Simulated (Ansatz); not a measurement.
The C5–H7 bond of C2H5Ga (SMILES C=[CH][GaH2]) is stretched (multiplicity 1, the rest rigid).
Geometry at rest (charge 0, multiplicity 1):
```xyz
8

Ga    -0.087     0.101     0.733
H     -0.765     1.519     0.789
H      0.228    -0.707     2.042
C      0.345    -0.609    -1.041
C      0.074     0.085    -2.149
H      0.815    -1.583    -1.158
H      0.303    -0.285    -3.145
H     -0.395     1.065    -2.111
```

Correlated levels freeze the cores. Filled d and f shells under p-block atoms count as core.

The values were computed with Ansatz (Gaussian orbitals). 

Energies above the point at 1.087 Å (the B3LYP-D3(BJ) bond length), FIC-MRCISD+Q on CASSCF(2,2)/cc-pVTZ (kcal/mol): 5.74 at 0.978 Å; 3.78 at 1.196 Å; 112.65 at 3.479 Å.

Question: Take the last value as the depth D of a Morse curve D(1 − e^(−a(R − R₀)))², fit a and R₀ to the two near points, and test it at 1.468 and 1.902 Å.

Answer: 
With D = 112.7, both near points (counted from the curve's value at 1.087 Å) are met by a = 1.86 Å⁻¹ and R₀ = 1.088 Å, so k = 2Da² = 783 kcal/(mol Å²). The curve then gives 29.0 and 68.7 kcal/mol; the level itself gives 29.2 and 71.2, so Morse is off by -0.2 and -2.5.

Ansatz is an electronic-structure program.
